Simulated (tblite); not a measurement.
C₄H₁₁NOSi₂.
Structure used (GFN2-xTB), in Å, numbered top down from 1:
```
atom  x, y, z in Å
O1     0.6883   -2.8295   -0.2532
C2    -0.3018   -2.1647   -0.0810
Si3   -0.3217   -0.2517   -0.2806
C4     1.3843    0.3042   -0.8890
Si5    2.8176   -0.1860    0.2698
C6    -1.9060    0.5281   -1.0305
C7    -2.1491    1.1991    0.3247
N8    -1.0933    0.5149    1.0564
H9    -1.2448   -2.6729    0.2160
H10    1.3920    1.3847   -1.0336
H11    1.5791   -0.1391   -1.8647
H12    2.4583    0.1319    1.6560
H13    3.1398   -1.5991    0.1380
H14    3.9876    0.6227   -0.0987
H15   -1.7648    1.2343   -1.8407
H16   -2.7004   -0.1565   -1.3084
H17   -2.0007    2.2827    0.2900
H18   -3.1349    0.9979    0.7525
H19   -0.8392    0.8081    1.9848
```

Computed values, GFN2-xTB/tblite, gas phase, harmonic and unscaled. The method is semi-empirical: single wavenumbers can be off by several per cent or more. Modes of hydrogen on silicon can be 10 to 20 % off. One conformer, not necessarily the lowest. The optimisation stopped once no atom felt more than 0.01 eV/Å.

Lowest wavenumbers of the output (negative numbers stand for imaginary wavenumbers):
```
mode    cm-1
  1     -50.6
  2      53.4
  3      78.0
  4      84.5
  5     107.6
  6     134.9
  7     145.9
  8     193.5
  9     215.0
 10     333.0
 11     390.9
 12     486.4
 13     506.0
 14     579.0
 15     657.2
```

Problem. Is this structure a minimum?

Solution. Not by this Hessian. 1 mode is imaginary beyond 20i (51i cm⁻¹), so at this level the point lies at or near a first-order saddle. The curvature is small, so loose convergence or finite differences may be the whole cause.

Problem. Which atoms move in the imaginary mode?

Solution. 51i: O1 (carbonyl oxygen) 23 %, H12 (Si–H hydrogen) 22 %, H13 (Si–H hydrogen) 19 %, Si5 (SiH3 silicon) 15 %. These are shares of the mass-weighted motion.

Problem. What is the remedy?

Solution. Step along that mode in both directions, optimise again with tighter thresholds and repeat the frequencies. The zero-point energy of this point (87.4 kcal/mol) counts the 50 real modes alone, and thermal corrections from it aren't those of a minimum.
